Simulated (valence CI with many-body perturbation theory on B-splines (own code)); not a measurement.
# Pb68+: electric-dipole lines

Level of theory: valence CI with perturbative core correlation (CI+MBPT): four valence electrons over a frozen Dirac-Fock core [Ne], radial functions for each j: 11 s, 11 p, 10 d, 8 f, 5 g, 2 h, with the one-electron correlation potential Σ1 (screened to all orders), the two-electron term Σ2, the three-electron term Σ3, Breit, model QED; selected single and double excitations, second order for the rest, scaled by the run's own slope (own B-spline code, finite nucleus).

No measured spectrum was set against this ion. As an estimate, large intervals hold to a few tenths of a per cent, small ones and those within an open d or f shell to about a per cent. Among the levels kept, up to 570 cm⁻¹ of a level comes from second order outside the variational space, and about a tenth of that is noise between levels of different J, which matters for small intervals.

Lines 101 to 150 of 545 in falling wavelength, among levels below 2543.2 eV, chosen from the strongest by gf and those to the six lowest levels. Wavelengths and rates use the calculated energies. Electric multipoles are in the length gauge, E1 and E2 with the static RPA response of the core. Weak lines are less certain than strong ones. Lines between different terms over intervals too small for the method are left out, as are lines whose strength nearly cancels. The highest levels of a list are the least certain.

Levels are named by their leading jj configuration (3d3/2^4 stands for four electrons in 3d with j = 3/2), which in mixed levels can hold well under half, so a name can repeat and another be missing. Letters in brackets count levels of one name in rising energy.

| λ vac (Å) | Upper | Lower | A (s⁻¹) | S (a.u.) with core polarisation | S without |
| --- | --- | --- | --- | --- | --- |
| 32.85 | (3s 3p1/2 3p3/2 3d5/2) J=2 [b] | (3s 3p1/2 3p3/2^2) J=2 [b] | 1.20e+11 | 1.05e-02 | 1.06e-02 |
| 32.71 | (3s 3p1/2 3d5/2^2) J=4 [a] | (3s 3p1/2 3p3/2 3d5/2) J=3 [b] | 1.03e+11 | 1.61e-02 | 1.63e-02 |
| 32.68 | (3s 3p1/2 3d5/2^2) J=3 [b] | (3s 3p1/2 3p3/2 3d5/2) J=2 [c] | 2.44e+11 | 2.94e-02 | 2.97e-02 |
| 32.66 | (3s 3p1/2 3d3/2 3d5/2) J=2 [b] | (3s 3p1/2 3p3/2 3d3/2) J=1 [c] | 1.03e+11 | 8.82e-03 | 8.92e-03 |
| 32.62 | (3s 3p1/2 3d5/2^2) J=3 [b] | (3s 3p1/2 3p3/2 3d5/2) J=3 [d] | 1.40e+11 | 1.68e-02 | 1.70e-02 |
| 32.61 | (3p1/2^2 3d5/2^2) J=2 | (3p1/2^2 3p3/2 3d5/2) J=1 | 1.33e+11 | 1.14e-02 | 1.15e-02 |
| 32.46 | (3p1/2^2 3d5/2^2) J=4 | (3p1/2^2 3p3/2 3d5/2) J=3 | 3.08e+11 | 4.68e-02 | 4.73e-02 |
| 32.42 | (3s^2 3d5/2^2) J=2 | (3s^2 3p3/2 3d5/2) J=1 | 2.63e+11 | 2.21e-02 | 2.24e-02 |
| 32.35 | (3s^2 3d5/2^2) J=4 | (3s^2 3p3/2 3d5/2) J=3 | 6.89e+11 | 1.04e-01 | 1.05e-01 |
| 32.30 | (3s 3p3/2^2 3d5/2) J=1 [a] | (3s 3p3/2^3) J=2 | 2.82e+11 | 1.41e-02 | 1.43e-02 |
| 32.29 | (3s 3p1/2 3d5/2^2) J=2 [b] | (3s 3p1/2 3p3/2 3d5/2) J=2 [c] | 9.60e+10 | 7.97e-03 | 8.07e-03 |
| 32.25 | (3s 3p1/2 3d5/2^2) J=1 [a] | (3s 3p1/2 3p3/2 3d5/2) J=0 | 1.58e+11 | 7.84e-03 | 7.93e-03 |
| 32.25 | (3s 3p3/2^2 3d5/2) J=3 [a] | (3s 3p3/2^3) J=2 | 1.18e+11 | 1.37e-02 | 1.39e-02 |
| 32.24 | (3s 3p1/2 3d5/2^2) J=2 [b] | (3s 3p1/2 3p3/2 3d5/2) J=3 [d] | 1.11e+11 | 9.20e-03 | 9.31e-03 |
| 32.12 | (3s 3p1/2 3d5/2^2) J=2 [b] | (3s 3p1/2 3p3/2 3d5/2) J=1 [c] | 9.31e+10 | 7.62e-03 | 7.70e-03 |
| 32.12 | (3s 3p1/2 3d3/2 3d5/2) J=2 [d] | (3s 3p1/2 3p3/2 3d3/2) J=1 [d] | 2.12e+11 | 1.74e-02 | 1.76e-02 |
| 32.05 | (3s 3p1/2 3d3/2 3d5/2) J=1 [b] | (3s 3p1/2 3p3/2 3d3/2) J=1 [c] | 3.06e+11 | 1.49e-02 | 1.51e-02 |
| 32.05 | (3s 3p1/2 3d3/2 3d5/2) J=4 [b] | (3s 3p1/2 3p3/2 3d3/2) J=3 [b] | 8.81e+10 | 1.29e-02 | 1.30e-02 |
| 31.96 | (3s 3p1/2 3d5/2^2) J=1 [a] | (3s 3p1/2 3p3/2 3d5/2) J=1 [c] | 2.76e+11 | 1.34e-02 | 1.35e-02 |
| 31.95 | (3s 3p1/2 3d3/2 3d5/2) J=3 [d] | (3s 3p1/2 3p3/2 3d3/2) J=2 [d] | 3.17e+11 | 3.58e-02 | 3.62e-02 |
| 31.92 | (3s^2 3p3/2^2) J=0 | (3s 3p1/2^2 3p3/2) J=1 | 2.17e+09 | 3.48e-05 | 3.52e-05 |
| 31.80 | (3s^2 3p3/2 3d5/2) J=2 | (3s^2 3p3/2^2) J=2 | 3.05e+11 | 2.42e-02 | 2.45e-02 |
| 31.79 | (3s 3p1/2^2 3d5/2) J=2 | (3s 3p1/2^2 3p3/2) J=1 | 3.01e+11 | 2.39e-02 | 2.42e-02 |
| 31.76 | (3s 3p1/2 3d3/2 3d5/2) J=0 | (3s 3p1/2 3p3/2 3d3/2) J=1 [c] | 4.28e+11 | 6.77e-03 | 6.85e-03 |
| 31.71 | (3s 3p1/2 3d3/2 3d5/2) J=3 [b] | (3s 3p1/2 3p3/2 3d3/2) J=2 [b] | 2.14e+11 | 2.36e-02 | 2.39e-02 |
| 31.70 | (3s 3p1/2 3d5/2^2) J=4 [a] | (3s 3p1/2 3p3/2 3d5/2) J=3 [a] | 4.63e+11 | 6.55e-02 | 6.62e-02 |
| 31.66 | (3s^2 3d3/2 3d5/2) J=3 | (3s^2 3p3/2 3d3/2) J=2 | 3.91e+11 | 4.29e-02 | 4.34e-02 |
| 31.60 | (3s 3p1/2 3d5/2^2) J=5 | (3s 3p1/2 3p3/2 3d5/2) J=4 [b] | 3.04e+11 | 5.21e-02 | 5.27e-02 |
| 31.58 | (3s 3p1/2 3d3/2 3d5/2) J=1 [c] | (3s 3p1/2 3p3/2 3d3/2) J=0 [b] | 1.72e+11 | 8.02e-03 | 8.11e-03 |
| 31.53 | (3s 3p1/2 3d5/2^2) J=2 [a] | (3s 3p1/2 3p3/2 3d5/2) J=1 [a] | 1.21e+11 | 9.37e-03 | 9.48e-03 |
| 31.47 | (3s^2 3p1/2 3d5/2) J=2 | (3s^2 3p1/2 3p3/2) J=2 | 6.95e+10 | 5.34e-03 | 5.41e-03 |
| 31.46 | (3s 3p1/2 3d5/2^2) J=4 [b] | (3s 3p1/2 3p3/2 3d5/2) J=4 [c] | 2.10e+11 | 2.91e-02 | 2.94e-02 |
| 31.44 | (3s 3p1/2 3p3/2 3d5/2) J=0 | (3s 3p1/2 3p3/2^2) J=1 [b] | 5.63e+11 | 8.65e-03 | 8.75e-03 |
| 31.41 | (3s^2 3d5/2^2) J=2 | (3s^2 3p3/2 3d5/2) J=3 | 1.43e+11 | 1.09e-02 | 1.10e-02 |
| 31.37 | (3s^2 3p3/2^2) J=2 | (3s 3p1/2^2 3p3/2) J=2 | 1.76e+09 | 1.34e-04 | 1.36e-04 |
| 31.33 | (3s^2 3p1/2 3d5/2) J=3 | (3s^2 3p1/2 3p3/2) J=2 | 3.87e+11 | 4.11e-02 | 4.15e-02 |
| 31.30 | (3s 3p3/2^2 3d5/2) J=1 [b] | (3s 3p3/2^3) J=1 | 6.07e+11 | 2.76e-02 | 2.79e-02 |
| 31.30 | (3s 3p1/2 3p3/2 3d5/2) J=2 [a] | (3s 3p1/2 3p3/2^2) J=2 [a] | 3.04e+11 | 2.30e-02 | 2.32e-02 |
| 31.26 | (3p1/2^2 3d3/2 3d5/2) J=2 | (3p1/2^2 3p3/2 3d3/2) J=1 | 1.94e+11 | 1.47e-02 | 1.48e-02 |
| 31.23 | (3s 3p1/2 3p3/2 3d5/2) J=3 [b] | (3s 3p1/2 3p3/2^2) J=3 | 3.22e+11 | 3.39e-02 | 3.43e-02 |
| 31.23 | (3s 3p1/2 3d3/2 3d5/2) J=1 [c] | (3s 3p1/2 3p3/2 3d3/2) J=1 [d] | 1.70e+11 | 7.65e-03 | 7.74e-03 |
| 31.21 | (3s 3p1/2 3d3/2 3d5/2) J=2 [a] | (3p1/2^2 3p3/2^2) J=2 | 1.64e+11 | 1.23e-02 | 1.24e-02 |
| 31.06 | (3s 3p1/2 3d3/2 3d5/2) J=3 [c] | (3s 3p1/2 3p3/2 3d3/2) J=2 [c] | 3.65e+11 | 3.78e-02 | 3.82e-02 |
| 31.06 | (3s 3p1/2 3d5/2^2) J=1 [b] | (3s 3p1/2 3p3/2 3d5/2) J=2 [d] | 3.61e+11 | 1.60e-02 | 1.62e-02 |
| 31.06 | (3s 3p1/2 3d3/2 3d5/2) J=2 [b] | (3s 3p1/2 3p3/2 3d3/2) J=2 [b] | 2.54e+11 | 1.87e-02 | 1.90e-02 |
| 31.05 | (3s^2 3d3/2 3d5/2) J=3 | (3s^2 3p3/2 3d3/2) J=3 | 7.05e+10 | 7.29e-03 | 7.37e-03 |
| 31.00 | (3s 3p1/2 3d5/2^2) J=2 [b] | (3s 3p1/2 3p3/2 3d5/2) J=1 [b] | 1.26e+11 | 9.25e-03 | 9.35e-03 |
| 31.00 | (3p1/2^2 3d5/2^2) J=2 | (3s 3p1/2 3d3/2 3d5/2) J=2 [a] | 9.91e+10 | 7.28e-03 | 7.36e-03 |
| 30.91 | (3p1/2^2 3p3/2 3d5/2) J=1 | (3p1/2^2 3p3/2^2) J=0 | 3.31e+11 | 1.45e-02 | 1.46e-02 |
| 30.90 | (3s 3p1/2 3p3/2 3d5/2) J=4 [b] | (3s 3p1/2 3p3/2^2) J=3 | 3.12e+11 | 4.09e-02 | 4.13e-02 |
